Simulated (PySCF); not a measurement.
How methods differ on the ionisation energy of Ag(3+)

Ag(3+) [Kr] 4d8 [4d3/2^4 4d5/2^4, M_J = 4] → Ag(4+) [Kr] 4d7 [4d3/2^4 4d5/2^3, M_J = 9/2], as a difference of total energies. All numbers are calculated (PySCF 2.14, the two-component X2C-1e Hamiltonian, in x2c-QZVPPall-2c (13s12p9d4f2g, 140 functions)). Correlated levels: [Ar] 3d10 frozen; the 32 highest virtual spinors dropped. "Screened" scales the spin-orbit matrix elements by Boettger's factors to mimic the two-electron term; Breit and QED terms are absent.

```json
{"method": "GHF (spin-free)", "ionisation energy (eV)": "48.569"}
{"method": "GMP2 (spin-free)", "ionisation energy (eV)": "50.148"}
{"method": "GHF (screened spin-orbit)", "ionisation energy (eV)": "48.479"}
{"method": "GMP2 (screened spin-orbit)", "ionisation energy (eV)": "50.054"}
```

**Question.** How much does correlation contribute at GMP2 (screened spin-orbit)?

**Answer.** 50.054 − (48.479) = 1.575 eV, measured against GHF (screened spin-orbit).

The spin-free rows relax to the high-spin LS determinant and lack the spin-orbit shift.

The labels give the starting determinants; with spin-orbit coupling the two ends relaxed to ⟨J²⟩ = 20.01, ⟨L²⟩ = 12.08, ⟨S²⟩ = 2.00 and ⟨J²⟩ = 24.76, ⟨L²⟩ = 12.28, ⟨S²⟩ = 3.67.

For comparison: 49 ± 1.7 eV (theoretical estimate listed by NIST; NIST Atomic Spectra Database, ionization energies).
